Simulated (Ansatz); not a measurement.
```yaml
crystal:
  periodic: [false, false, false]
  atoms:
    - {symbol: S, position_ang: [0.152123, 1.656237, 0.573657]}
    - {symbol: Ga, position_ang: [0.255288, -0.448257, 0.018472]}
    - {symbol: Br, position_ang: [1.991059, -1.715872, 0.740028]}
    - {symbol: Br, position_ang: [-1.349645, -1.404223, -1.276103]}
    - {symbol: H, position_ang: [-0.998824, 1.838414, -0.097453]}
basis:
  gaussian: {orbitals: cc-pVDZ}
magnetization: {spin_polarized: true, initial_magnetization: 1}
hamiltonian: {xc: {name: B3LYP}, dispersion: d4, pseudopotentials: {relativity: none}}
accuracy: high
```

```sh
$ ansatz run in.yaml --threads 4 --pin off --events-out ev --progress --plain --max-ram 10444MiB
```

It prints (some lines left out):

```
Error: a molecule whose nuclei and cores have a total charge of 118 cannot have a net charge of 0 together with 1 unpaired electrons
```

Something in this input is off. What?

The number of unpaired electrons doesn't fit the electron count. The input was rejected before any iteration.

B3LYP here is the variant with VWN-RPA as its local correlation; programs differ in this.
